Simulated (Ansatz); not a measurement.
CH₅AlBFOS, SMILES `BC[O][Al]([F])[SH]`. Total charge 0; spin multiplicity 1. Geometry: relaxed with PBE0-D4/def2-TZVP. It is one conformer, not always the lowest.

```xyz
11

B     1.556   -0.599   -0.986
C     0.616   -1.094    0.139
O    -0.554   -0.360    0.406
Al   -0.913    1.268    0.551
F     0.274    2.400    0.686
S    -2.969    1.925    0.631
H     1.307    0.381   -1.629
H     2.546   -1.229   -1.221
H     0.332   -2.129   -0.121
H     1.214   -1.226    1.058
H    -3.410    0.663    0.484
```

(1) What is the dipole moment at B3LYP/def2-TZVPP? (An estimate is asked.)

(2) And with PBE, r2SCAN, ωB97M-V? (Estimate.)

(3) Give the Mulliken charges with B3LYP, PBE, r2SCAN in def2-TZVPP. (Estimate.)

## Answers

(1) The calculation gave: 2.16 D, with components (0.17, -2.15, -0.15) D in this frame, pointing from negative to positive charge.

(2) The calculation gave: PBE 2.14 D, r2SCAN 2.21 D, ωB97M-V 2.15 D.

(3) The calculation gave: 
```json
{"atom": "B1", "B3LYP": "-0.11", "PBE": "-0.08", "r2SCAN": "-0.02"}
{"atom": "C2", "B3LYP": "0.06", "PBE": "0.02", "r2SCAN": "0.09"}
{"atom": "O3", "B3LYP": "-0.37", "PBE": "-0.30", "r2SCAN": "-0.39"}
{"atom": "Al4", "B3LYP": "0.67", "PBE": "0.57", "r2SCAN": "0.68"}
{"atom": "F5", "B3LYP": "-0.36", "PBE": "-0.31", "r2SCAN": "-0.35"}
{"atom": "S6", "B3LYP": "-0.25", "PBE": "-0.25", "r2SCAN": "-0.26"}
{"atom": "H7", "B3LYP": "0.03", "PBE": "0.02", "r2SCAN": "0.00"}
{"atom": "H8", "B3LYP": "0.04", "PBE": "0.03", "r2SCAN": "0.01"}
{"atom": "H9", "B3LYP": "0.08", "PBE": "0.09", "r2SCAN": "0.05"}
{"atom": "H10", "B3LYP": "0.08", "PBE": "0.08", "r2SCAN": "0.05"}
{"atom": "H11", "B3LYP": "0.12", "PBE": "0.13", "r2SCAN": "0.12"}
```

B3LYP here is the variant with VWN-RPA as its local correlation; programs differ in this.

Computed with Ansatz.
